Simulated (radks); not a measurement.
The numbers below are computed, except where a source is named.
Species: Pt3+. Configuration: [Xe] 4f13 5d6 6p2 (not the ground configuration).

Level of theory: scalar-relativistic Kohn-Sham, LDA (Slater exchange, Perdew-Wang correlation), spin-polarised, spherical densities, finite nucleus; open shells are filled with parallel spins first (spin-orbit coupling, left out, can overturn this in heavy ions); Fermi nuclear charge, rms radius 5.427 fm (a radial shooting solver on a logarithmic mesh with Libxc functionals).

Energy parts (hartree):
total: -18393.2423
kinetic: 20498.9048
electron-nucleus: -45551.5449
Hartree: 7000.9095
exchange-correlation: -341.5117

Orbitals (lengths in bohr, moments of r in powers of bohr):
orbital,occ.,eigenvalue (hartree),<r^2>
1s up,1,-2880.881,0.0004067
1s down,1,-2880.879,0.0004067
2s up,1,-508.0516,0.006211
2s down,1,-508.0362,0.006211
2p up,3,-440.9301,0.005205
2p down,3,-440.9167,0.005205
3s up,1,-121.1186,0.04012
3s down,1,-121.0828,0.04011
3p up,3,-101.5630,0.04111
3p down,3,-101.5265,0.04110
3d up,5,-80.26928,0.03404
3d down,5,-80.23601,0.03403
4s up,1,-27.75091,0.1939
4s down,1,-27.68945,0.1939
4p up,3,-21.31213,0.2208
4p down,3,-21.25225,0.2208
4d up,5,-13.48410,0.2507
4d down,5,-13.42303,0.2505
5s up,1,-5.66209,0.9732
5s down,1,-5.55668,0.9676
4f up,7,-4.77965,0.3081
4f down,6,-4.71260,0.3066
5p up,3,-3.90347,1.270
5p down,3,-3.78675,1.262
5d up,5,-1.86430,2.176
5d down,1,-1.73642,2.178
6p up,2,-1.04502,7.522
6p down,0,-0.94518,8.027

The highest occupied level is 6p up at -28.436 eV. Summed over all electrons, <r^2> = 46.56 bohr^2, which gives a Langevin (diamagnetic) susceptibility term of -36.9 x 10^-6 cm^3/mol. The electron density at the nucleus is 2.108e+06 e/bohr^3 (large components only).
